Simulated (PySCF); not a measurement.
# Correlation energy of P⁺ (phosphorus, charge +1)

[Ne] 3s2 3p1 3d1, one real determinant (an excited configuration). All numbers are calculated (PySCF 2.14, scalar relativity by spin-free X2C-1e, in x2c-TZVPPall with one added diffuse shell each of s, p, d type (6s6p4d1f, 51 functions)). Frozen: 1s2; 12 electrons correlated.

| level | correlation energy (mhartree) |
| --- | --- |
| CCSD | -235.89 |
| (T) | -44.55 |
| CCSD(T) | -280.44 |

Diagnostics: T1 = 0.013, D1 = 0.0506, largest double amplitude 0.592.

The real determinant used has ⟨L²⟩ near 8 against 12 for a pure F term, so it mixes terms. The outer electron is Rydberg-like, and this basis confines it to a smaller radius and binds it less than a complete one would. A double-excitation amplitude exceeds 0.15, a sign of near-degeneracy.

Cost of the coupled-cluster step: roughly 5 core-seconds, for 12 correlated electrons.

Iterations:

```
CC2 = 0
CCSD nocc = (np.int64(7), np.int64(5)), nmo = (50, 50)
frozen orbitals [[0], [0]]
max_cycle = 100
direct = 0
conv_tol = 1e-08
conv_tol_normt = 1e-06
diis_space = 8
diis_start_cycle = 0
Init t2, MP2 energy = -0.230538448260166
Init E_corr(UCCSD) = -0.230538448260927
cycle = 1  E_corr(UCCSD) = -0.249275940214594  dE = -0.018737492  norm(t1,t2) = 0.132595
cycle = 2  E_corr(UCCSD) = -0.260137210106967  dE = -0.0108612699  norm(t1,t2) = 0.121855
cycle = 3  E_corr(UCCSD) = -0.269943916495581  dE = -0.00980670639  norm(t1,t2) = 0.120227
cycle = 4  E_corr(UCCSD) = -0.285498973588276  dE = -0.0155550571  norm(t1,t2) = 0.119447
cycle = 5  E_corr(UCCSD) = -0.247060326866011  dE = 0.0384386467  norm(t1,t2) = 0.11865
cycle = 6  E_corr(UCCSD) = -0.259500577440921  dE = -0.0124402506  norm(t1,t2) = 0.0908097
cycle = 7  E_corr(UCCSD) = -0.192689155665134  dE = 0.0668114218  norm(t1,t2) = 0.0790439
cycle = 8  E_corr(UCCSD) = -0.268087125960058  dE = -0.0753979703  norm(t1,t2) = 0.269702
cycle = 9  E_corr(UCCSD) = -0.24063652377078  dE = 0.0274506022  norm(t1,t2) = 0.0970926
cycle = 10  E_corr(UCCSD) = -0.245342033155834  dE = -0.00470550939  norm(t1,t2) = 0.0275657
cycle = 11  E_corr(UCCSD) = -0.238063123766546  dE = 0.00727890939  norm(t1,t2) = 0.0381245
cycle = 12  E_corr(UCCSD) = -0.235773833620679  dE = 0.00228929015  norm(t1,t2) = 0.0098919
cycle = 13  E_corr(UCCSD) = -0.235946507018818  dE = -0.000172673398  norm(t1,t2) = 0.000559893
cycle = 14  E_corr(UCCSD) = -0.235886300870335  dE = 6.02061485e-05  norm(t1,t2) = 0.000262467
cycle = 15  E_corr(UCCSD) = -0.23588572953088  dE = 5.71339455e-07  norm(t1,t2) = 4.28576e-05
cycle = 16  E_corr(UCCSD) = -0.235887268285999  dE = -1.53875512e-06  norm(t1,t2) = 4.40672e-05
cycle = 17  E_corr(UCCSD) = -0.235903496714228  dE = -1.62284282e-05  norm(t1,t2) = 2.06962e-05
cycle = 18  E_corr(UCCSD) = -0.23588698858161  dE = 1.65081326e-05  norm(t1,t2) = 7.17023e-05
cycle = 19  E_corr(UCCSD) = -0.235887653262066  dE = -6.64680455e-07  norm(t1,t2) = 3.4729e-06
cycle = 20  E_corr(UCCSD) = -0.2358876695977  dE = -1.63356345e-08  norm(t1,t2) = 1.50111e-06
cycle = 21  E_corr(UCCSD) = -0.235887692141237  dE = -2.25435369e-08  norm(t1,t2) = 1.31785e-06
cycle = 22  E_corr(UCCSD) = -0.235887735535345  dE = -4.33941078e-08  norm(t1,t2) = 9.06016e-07
cycle = 23  E_corr(UCCSD) = -0.235887746197034  dE = -1.06616894e-08  norm(t1,t2) = 6.40196e-07
cycle = 24  E_corr(UCCSD) = -0.23588774820534  dE = -2.00830566e-09  norm(t1,t2) = 3.72845e-07
UCCSD converged
E(UCCSD) = -340.96726806485  E_corr = -0.2358877482053399
UCCSD(T) correction = -0.0445464848391408
```

The reference is one real determinant that mixes LS terms of this configuration.

This basis was not built for core-valence correlation, so the inner-shell part is incomplete.
